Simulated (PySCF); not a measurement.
# Me2SiCl2 in a uniform electric field

Me2SiCl2, C2H6Cl2Si.
Numbering: `[CH3:1][Si:2]([CH3:3])([Cl:4])[Cl:5]` (hydrogens: H6, H7, H8 on C1; H9, H10, H11 on C3)

Cartesian coordinates in Å at the GFN2-xTB level; atoms count from 1:
```
atom  x, y, z in Å
C1     1.472   -0.567   -0.397
Si2    0.046    0.661   -0.124
C3    -1.523   -0.190    0.532
Cl4    0.638    2.078    1.208
Cl5   -0.385    1.578   -1.886
H6     1.200   -1.333   -1.117
H7     2.359   -0.064   -0.774
H8     1.745   -1.065    0.528
H9    -2.327    0.526    0.684
H10   -1.883   -0.943   -0.162
H11   -1.336   -0.680    1.483
```

Level: PBE0/def2-SVPD (PySCF); nuclei fixed, core orbitals frozen in the response. Permanent dipole (-0.152, -2.171, 0.396) D (1 au = 2.5417 D). Static polarisability (au):

```
x   74.98  0.29  1.12
y    0.29 76.08  0.30
z    1.12  0.30 78.08
```

Only the terms in μ and α are kept: μ(F) = μ + αF and ΔE = −μ·F − ½ F·αF.

(1) Apply 0.003 au along ±x, ±y and ±z in turn. Tabulate induced and total dipoles and both energy terms.

(2) For the field (-0.0018, 0.0024, 0.0006) au, what is the induced dipole, and what angle does it make with the field?

(3) Which field along μ doubles the dipole in that direction (linear response)?

(4) What field makes μF equal to kT at 100 K?

(5) A unit point charge sits 9 Å away. Estimate the induction energy −αe²/2R⁴ with the mean polarisability, treating the molecule as a point.

Answers

(1) 
| field along | induced x (D) | induced y (D) | induced z (D) | total size (D) | −μ·F (kJ/mol) | −½F·αF (kJ/mol) |
| --- | --- | --- | --- | --- | --- | --- |
| +x | 0.572 | 0.002 | 0.009 | 2.246 | +0.471 | -0.886 |
| −x | -0.572 | -0.002 | -0.009 | 2.323 | -0.471 | -0.886 |
| +y | 0.002 | 0.580 | 0.002 | 1.647 | +6.728 | -0.899 |
| −y | -0.002 | -0.580 | -0.002 | 2.783 | -6.728 | -0.899 |
| +z | 0.009 | 0.002 | 0.595 | 2.389 | -1.227 | -0.922 |
| −z | -0.009 | -0.002 | -0.595 | 2.188 | +1.227 | -0.922 |

(2) αF = (-0.340, 0.463, 0.116) D, at 0.6° to the field. The polarisability along this direction, F·αF/F², is 75.34 au, against a mean of 76.38 au.

(3) The polarisability along the dipole is 76.05 au, so F = 0.8703 au / 76.05 au = 0.0114 au = 0.59 V/Å; higher-order terms are ignored.

(4) kT = 0.3167 × 10⁻³ Eh, so F = 0.000364 au = 1.87 MV/cm.

(5) R = 17.01 bohr, so the energy is −76.4/(2 × 17.01⁴) Eh = -1.2 kJ/mol. The charge–dipole term at its most favourable orientation, −μe/R², is -7.9 kJ/mol.

Geometry: GFN2-xTB; no solvent, vibrations or thermal averaging.

The run behind these numbers computed excited states as well. Hardware: an Arm Neoverse V1 with one thread, on a shared host. Cost: 21 s wall.
